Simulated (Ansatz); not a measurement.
Reaction (formal exchange of groups at a C–Si bond): `CC[SiH2][SeH]` + `CCBr` → `CCCCBr` + `[SiH3][SeH]`

Gas-phase electronic energies from Ansatz, PBE0-D4/def2-TZVP geometries. CCSD(T)/CBS is the MP2 limit (def2-TZVPP, def2-QZVPP) plus CCSD(T) − MP2 in def2-TZVPP, frozen cores. For Br, Se outer-core shells are correlated without core-valence functions, which leaves a few kJ/mol of doubt a bond. Scalar relativity is left out up to krypton. One conformer a species, not always the lowest.

```
         level  ΔE (kJ/mol)
MP2/def2-TZVPP         36.7
MP2/def2-QZVPP         37.6
```

(1) What does CCSD(T)/CBS give? (Estimate.)

Largest T1 diagnostic among the species: 0.009.

## Answers

(1) The calculation gave: +35.7 kJ/mol. The listed levels differ from it by 1.0, 1.9 kJ/mol.
